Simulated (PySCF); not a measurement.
Molecule: `[BH3-]N([SiH3])[SiH3]`, [BH9NSi2]-.

Bonds (- single, = double, # triple, : aromatic): B1-N2, N2-Si3, N2-Si4. B1 carries H5, H6, H7; Si3 carries H8, H9, H10; Si4 carries H11, H12, H13. Formal charges: B1 -1.

Total charge -1.

Frames of a GFN2-xTB Langevin trajectory at 400 K; GIAO PBE0/pcSseg-1 shieldings in PySCF 2.14, gas phase, non-relativistic; equivalent atoms averaged within each frame.

Scale: 11B (σ = 100.07 ppm) vs BF3·OEt2; 15N (σ = 267.73 ppm) against NH3; TMS for 29Si (σ = 349.16 ppm), 1H (σ = 31.72 ppm) (reference shieldings calculated alike). The references are static minima.

Problem. How do the shifts (ppm) fluctuate along the trajectory?

Solution. 
```csv
time (fs),B1,N2,Si3/Si4,H8/H9/H10/H11/H12/H13,H5/H6/H7
250,-23.6,-19.7,-71.4,4.95,2.24
425,-24.0,-9.2,-64.3,4.93,2.33
625,-19.5,13.5,-64.6,4.81,3.52
800,-21.0,21.8,-55.3,5.70,3.02
1000,-30.8,-18.0,-74.0,4.85,1.37
mean of frames,-23.8,-2.3,-65.9,5.05,2.49
standard deviation,4.3,18.9,7.3,0.37,0.82
```

5 frames give an uncertainty of the mean of about the standard deviation over 2.2 at best, since frames this close in time may not be independent; classical motion lacks zero-point vibration, and the reference would need the same averaging.
